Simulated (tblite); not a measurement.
Species: C3H9NSi2.
Numbering: `[N:1]#[C:2][CH2:3][CH:4]([SiH3:5])[SiH3:6]` (hydrogens: H7, H8 on C3; H9 on C4; H10, H11, H12 on Si5; H13, H14, H15 on Si6)

Computed with GFN2-xTB (tblite), gas phase: L-BFGS steps from a force-field or distance-geometry start until the largest atomic force falls under 0.01 eV/Å.

Step 16: E = -471.9259 eV
```
atom  x, y, z in Å  |  force x, y, z in eV/Å
N1      3.2798    0.4000   -0.9181   -0.119  -0.006  -0.046
C2      2.1839    0.0832   -1.0142    0.001   0.009   0.155
C3      0.8112   -0.3503   -1.0662    0.029  -0.043  -0.108
C4      0.1161   -0.2564    0.3000    0.038  -0.007  -0.081
Si5    -1.5392   -1.2047    0.2668   -0.055  -0.016  -0.009
Si6    -0.1349    1.5502    0.8566    0.001   0.048   0.029
H7      0.8106   -1.3844   -1.4286    0.041  -0.049   0.001
H8      0.2800    0.2509   -1.8080   -0.014   0.070  -0.019
H9      0.7593   -0.7473    1.0346    0.057  -0.030   0.044
H10    -2.4328   -0.5614   -0.6983   -0.008  -0.002  -0.014
H11    -2.1035   -1.1561    1.6106   -0.048  -0.033   0.034
H12    -1.3423   -2.5989   -0.1473    0.065   0.036   0.007
H13    -1.0202    2.1926   -0.1164   -0.012   0.034  -0.039
H14    -0.7871    1.4897    2.1611   -0.010   0.052   0.073
H15     1.1148    2.3010    0.9454    0.034  -0.062  -0.028
```

Step 17: E = -471.9286 eV
```
atom  x, y, z in Å  |  force x, y, z in eV/Å
N1      3.2705    0.4043   -0.9103   -0.075  -0.001  -0.047
C2      2.1767    0.0828   -1.0113    0.033   0.035   0.152
C3      0.8062   -0.3516   -1.0657    0.035  -0.042  -0.110
C4      0.1153   -0.2563    0.3015   -0.007   0.014  -0.074
Si5    -1.5378   -1.2049    0.2665   -0.120  -0.058  -0.013
Si6    -0.1323    1.5523    0.8565   -0.001   0.077   0.035
H7      0.8102   -1.3851   -1.4295    0.011  -0.048   0.002
H8      0.2754    0.2526   -1.8048   -0.024   0.057  -0.035
H9      0.7571   -0.7478    1.0355    0.078  -0.035   0.058
H10    -2.4340   -0.5710   -0.7051    0.014  -0.001   0.019
H11    -2.1065   -1.1673    1.6106   -0.034  -0.020   0.003
H12    -1.3372   -2.5989   -0.1511    0.068   0.049   0.015
H13    -1.0117    2.2013   -0.1220    0.008  -0.001   0.007
H14    -0.7787    1.4985    2.1677    0.006   0.050   0.010
H15     1.1223    2.2991    0.9395    0.008  -0.078  -0.024
```

Step 18: E = -471.9310 eV
```
atom  x, y, z in Å  |  force x, y, z in eV/Å
N1      3.2614    0.4087   -0.9036   -0.004   0.015  -0.029
C2      2.1695    0.0830   -1.0057    0.037   0.044   0.104
C3      0.8017   -0.3533   -1.0670    0.015  -0.024  -0.061
C4      0.1145   -0.2561    0.3019   -0.055   0.018  -0.030
Si5    -1.5384   -1.2062    0.2661   -0.125  -0.065  -0.004
Si6    -0.1298    1.5556    0.8570   -0.004   0.061   0.024
H7      0.8098   -1.3869   -1.4303   -0.013  -0.036  -0.005
H8      0.2705    0.2552   -1.8024   -0.016   0.028  -0.044
H9      0.7561   -0.7487    1.0372    0.063  -0.018   0.028
H10    -2.4350   -0.5801   -0.7115    0.022   0.006   0.039
H11    -2.1101   -1.1785    1.6106   -0.024  -0.008  -0.024
H12    -1.3309   -2.5983   -0.1545    0.067   0.042   0.018
H13    -1.0033    2.2097   -0.1272    0.022  -0.028   0.047
H14    -0.7704    1.5078    2.1740    0.019   0.047  -0.044
H15     1.1300    2.2960    0.9334   -0.004  -0.081  -0.018
```

**Question.** Estimate the geometry and energy of step 19. (The exact step hangs on the optimiser's Hessian estimate; all steps are aligned on step 18, rigid shifts and turns removed.)

**Answer.** E = -471.9326 eV, largest force 0.086 eV/Å
```
atom  x, y, z in Å  |  force x, y, z in eV/Å
N1      3.2556    0.4122   -0.8993    0.046   0.028  -0.008
C2      2.1648    0.0839   -0.9998    0.016   0.035   0.044
C3      0.7988   -0.3546   -1.0689   -0.010   0.001   0.003
C4      0.1132   -0.2561    0.3019   -0.075   0.004   0.012
Si5    -1.5409   -1.2082    0.2657   -0.075  -0.041   0.008
Si6    -0.1279    1.5588    0.8576   -0.002   0.011   0.003
H7      0.8090   -1.3888   -1.4309   -0.023  -0.015  -0.011
H8      0.2666    0.2575   -1.8017    0.004  -0.003  -0.041
H9      0.7561   -0.7493    1.0387    0.025   0.010  -0.019
H10    -2.4354   -0.5864   -0.7152    0.011   0.017   0.038
H11    -2.1130   -1.1864    1.6102   -0.025  -0.001  -0.028
H12    -1.3253   -2.5974   -0.1566    0.065   0.017   0.014
H13    -0.9970    2.2151   -0.1299    0.020  -0.035   0.061
H14    -0.7643    1.5152    2.1776    0.020   0.045  -0.062
H15     1.1354    2.2925    0.9289    0.004  -0.072  -0.012
```

The energy changes by -0.0016 eV. The first-order estimate −F·Δx gives -0.0023 eV and the mean of the old and new forces, exact on a quadratic surface, -0.0016 eV. The step makes an angle of 71° with the force vector and moves no atom by more than 0.010 Å.

The cost below is that of the whole relaxation. Hardware: an Intel Xeon 6975P-C with one thread, shared host with 192 logical CPUs at a one-minute load of 88. Cost: 0.23 s.
